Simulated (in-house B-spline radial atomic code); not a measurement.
Configurations of Sm⁺, with energies counted from [Xe] 4f6 6s1. Method: scalar-relativistic (X2C) Hartree-Fock with fractional occupations, spin-polarised, spherical fractional occupations, Fermi nucleus of rms radius 5.0819 fm. Calculated with a radial B-spline atomic code at the basis-set limit. Shells without spins written out take the highest spin.

Caution: exact exchange at fractional occupations of open shells leaves self-interaction of up to several eV.

Occupations are held fixed; configurations that lie above the ionisation limit could autoionise.

```json
{"configuration": "[Xe] 4f6 6p1", "E - E(ref) (eV)": "4.1596", "highest orbital": "6p up", "its <r> (bohr)": "5.586"}
{"configuration": "[Xe] 4f5 5f1 6s1", "E - E(ref) (eV)": "20.241", "highest orbital": "5f up", "its <r> (bohr)": "10.62"}
{"configuration": "[Kr] 4d10 4f6 5s2 5p5 6s1 7s1", "E - E(ref) (eV)": "31.116", "highest orbital": "7s up", "its <r> (bohr)": "7.918"}
{"configuration": "[Kr] 4d10 4f6 5s2 5p5 6s1 7f1", "E - E(ref) (eV)": "35.334", "highest orbital": "7f up", "its <r> (bohr)": "26.82"}
{"configuration": "[Xe] 4f(3 up, 2 down) 6s(0 up, 1 down) 7f(0 up, 1 down)", "E - E(ref) (eV)": "50.582", "highest orbital": "7f down", "its <r> (bohr)": "26.94"}
{"configuration": "[Kr] 4d9 4f6 5s2 5p6 6s1 6p1", "E - E(ref) (eV)": "144.72", "highest orbital": "6p up", "its <r> (bohr)": "4.747"}
{"configuration": "[Kr] 4d(5 up, 4 down) 4f(1 up, 5 down) 5s2 5p6 6s(0 up, 1 down) 6f(0 up, 1 down)", "E - E(ref) (eV)": "187.52", "highest orbital": "6f down", "its <r> (bohr)": "17.85"}
```

Order these further configurations by energy, lowest first.
A. [Kr] 4d9 4f6 5s2 5p6 6s2
B. [Kr] 4d10 4f6 5s2 5p5 5d1 6s1
C. [Xe] 4f5 5d1 6s1
D. [Kr] 4d10 4f6 5s2 5p5 6s1 6f1
E. [Kr] 4d10 4f(3 up, 3 down) 5s2 5p(2 up, 3 down) 6s(1 up, 0 down) 6p(0 up, 1 down)

C (13.735 eV), B (27.441 eV), D (34.854 eV), E (73.684 eV), A (141.28 eV).

How far above the reference does [Kr] 4d(4 up, 5 down) 4f(3 up, 3 down) 5s2 5p6 6s(0 up, 1 down) 7p(0 up, 1 down) lie?

200.97 eV; its least bound orbital is 7p down with <r> = 10.15 bohr.

How far above the reference does [Xe] 4f6 6d1 lie?

7.0942 eV; its least bound orbital is 6d up with <r> = 9.309 bohr.
